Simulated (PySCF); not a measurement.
C₂H₆Cd, SMILES [CH3][Cd][CH3].

The structure is a stationary point at B3LYP-D3(BJ)/def2-SVP. The isomer is the one that the SMILES or the coordinates give; other isomers of the formula were not compared. The def2 effective core potentials stand for the cores of Cd; spin–orbit coupling is left out.

Level of theory: PBE/def2-TZVPD run with PySCF.

Symmetry labels are those of the subgroup C2 that the program uses (full group D3).

Computed valence orbital energies around the gap with their symmetry:
```json
[
 {"orbital": "HOMO−7", "symmetry": "A", "energy (eV)": "-12.14"},
 {"orbital": "HOMO−6", "symmetry": "B", "energy (eV)": "-12.14"},
 {"orbital": "HOMO−5", "symmetry": "A", "energy (eV)": "-9.18"},
 {"orbital": "HOMO−4", "symmetry": "B", "energy (eV)": "-9.18"},
 {"orbital": "HOMO−3", "symmetry": "B", "energy (eV)": "-8.89"},
 {"orbital": "HOMO−2", "symmetry": "A", "energy (eV)": "-8.89"},
 {"orbital": "HOMO−1", "symmetry": "A", "energy (eV)": "-7.30"},
 {"orbital": "HOMO", "symmetry": "B", "energy (eV)": "-5.79"},
 {"orbital": "LUMO", "symmetry": "A", "energy (eV)": "-0.78"},
 {"orbital": "LUMO+1", "symmetry": "A", "energy (eV)": "-0.73"},
 {"orbital": "LUMO+2", "symmetry": "B", "energy (eV)": "-0.73"},
 {"orbital": "LUMO+3", "symmetry": "B", "energy (eV)": "0.32"}
]
```
